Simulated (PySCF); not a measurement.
Ni(NH2)2 (triplet state).
Bonds: Ni1–N2, Ni1–N5. Hydrogens: H3, H4 on N2; H6, H7 on N5.

Method: PBE0-D3(BJ)/def2-SVP geometry optimisation, gas phase (PySCF 2.14.0).

(1) What internal coordinates does the optimisation give?

Answers

(1) 
```json
{"bond": "Ni1–N2, Ni1–N5", "length (bohr)": "3.376"}
{"bond": "N2–H3, N5–H6", "length (bohr)": "1.920"}
{"bond": "N2–H4, N5–H7", "length (bohr)": "1.920"}
```

Bonds in one row agree within 0.02 bohr and their mean is given. A selection of angles:
```json
{"angle": "N2–Ni1–N5", "degrees": "179.6"}
{"angle": "Ni1–N2–H3", "degrees": "125.8"}
{"angle": "Ni1–N2–H4", "degrees": "126.4"}
{"angle": "H3–N2–H4", "degrees": "107.8"}
```

N2 (nitrogen bonded to Ni and 2 H) is planar (angles 126.4°, 125.8° and 107.8°, sum 360.0°, 0.00 Å off the plane of its three neighbours).

Point group: D2h (every atom within 0.08 Å of its image). No PBE0-D3(BJ)/def2-SVP frequencies stand behind this structure, so it isn't proved a minimum. ⟨S²⟩ = 2.007 (exact for a triplet: 2.00).

Hardware: an Arm Neoverse N1 with one thread, no GPU (shared host). Cost: 17 s of wall time. That covers the optimisation of the geometry.

Caution for open-shell metal species: one SCF solution and one stationary point were followed, and a lower state or a bent or distorted shape isn't ruled out.
